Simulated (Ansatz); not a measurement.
System: CH$_{5}$OSi (charge 0, doublet). It need not be the lowest isomer of its formula. SMILES: CO[SiH2]
Geometry from a B3LYP-D3(BJ)/def2-TZVP (Ansatz, a first-principles code) optimisation:
```xyz
8

C      1.5895     0.1852    -0.2934
O      0.3322    -0.4703    -0.3506
Si    -1.0430     0.0571     0.3925
H      1.4867     1.2626    -0.4566
H      2.0717     0.0181     0.6735
H      2.2212    -0.2309    -1.0776
H     -1.2194     1.5222     0.1450
H     -2.1537    -0.7205    -0.2150
```
Charge 0, spin multiplicity 2.

Property: atomisation energy (electronic, to ground-state atoms), in kJ/mol. Valence correlation only, unless marked. UHF or UKS for open shells. No spin-orbit coupling. Non-relativistic. The coupled-cluster limit lacks core correlation, which all-electron functionals hold. CBS(X,Y): correlation extrapolated as X^-3; Hartree-Fock from the larger set.

```csv
level,program,atomisation energy (kJ/mol)
SVWN5/def2-TZVPD,Ansatz,3071.7
revPBE/def2-TZVPD,Ansatz,(withheld)
B3LYP/def2-TZVPD,Ansatz,(withheld)
PBE0-D3(BJ)/def2-TZVP,Ansatz + dftd3,(withheld)
r2SCAN0/def2-TZVPD,Ansatz,2672.1
B2GP-PLYP-D3(BJ)/def2-TZVPD,Ansatz + dftd3,2670.5
SCS-MP2/STO-3G,Ansatz,2675.9
CCSD/def2-TZVPPD,Ansatz,(withheld)
"CCSD(T)/CBS(aug-cc-pV(T+d)Z,aug-cc-pV(Q+d)Z)",Ansatz,2707.9
```

### Question
Some entries are withheld; supply them.

### Answer

- revPBE/def2-TZVPD, atomisation energy (kJ/mol): 2635.8
- B3LYP/def2-TZVPD, atomisation energy (kJ/mol): 2690.7
- PBE0-D3(BJ)/def2-TZVP, atomisation energy (kJ/mol): 2690.1
- CCSD/def2-TZVPPD, atomisation energy (kJ/mol): 2610.4
